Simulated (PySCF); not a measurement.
GeHI, SMILES [GeH][I] (connectivity only; charge and spin as stated), neutral, multiplicity 1.

The structure is a stationary point at PBE-D3(BJ)/def2-TZVP. The def2 effective core potentials stand for the cores of I; spin–orbit coupling is left out.

Computed with ωB97X/def2-TZVPD (PySCF).

Computed frontier levels, gap, dipole moment and polarisability:
```json
{
  "highest_occupied_level": "-9.04 eV",
  "lowest_empty_level": "-1.31 eV",
  "orbital_gap": "7.73 eV",
  "dipole_moment": "1.73 D",
  "quadrupole, principal values (traceless, Buckingham form, about the centre of nuclear charge)": "-4.90, 1.95, 2.94 D·Å",
  "mean_static_polarisability": "74.1 bohr³ (10.98 Å³)",
  "polarisability_principal_values": "56.0, 64.5, 101.7 bohr³"
}
```
